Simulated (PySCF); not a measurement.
# A small calculation by hand: dipole moment from atomic charges

AlCl, SMILES [Al][Cl] (connectivity only; charge and spin as stated), neutral, multiplicity 1. Atoms are numbered in the order given.

```xyz
2

Al     0.0000     0.0000    -1.2166
Cl     0.0000     0.0000     0.9304
```
Charge 0, spin multiplicity 1.

Geometry: PBE0-D3(BJ)/def2-TZVPD.

Charges (e) from PBE/def2-TZVPD (PySCF):

```tsv
atom	IAO	ESP fit
Al1	0.350	0.173
Cl2	-0.350	-0.173
```

The dipole moment of the full density is 1.52 D.

Problem. What dipole moment does each set of point charges give, and which comes closer to that of the density?

Solution. 
μ = Σ q r, and 1 e Å = 4.8032 D.
IAO: Σ q r = (0.000, 0.000, -0.751) e Å, |μ| = 3.61 D.
ESP fit: Σ q r = (0.000, 0.000, -0.371) e Å, |μ| = 1.78 D.
ESP fit comes closer in size. Point charges leave out the atoms' own dipoles (lone pairs, polarised bonds); fits to the potential absorb them, partitions of the density don't.
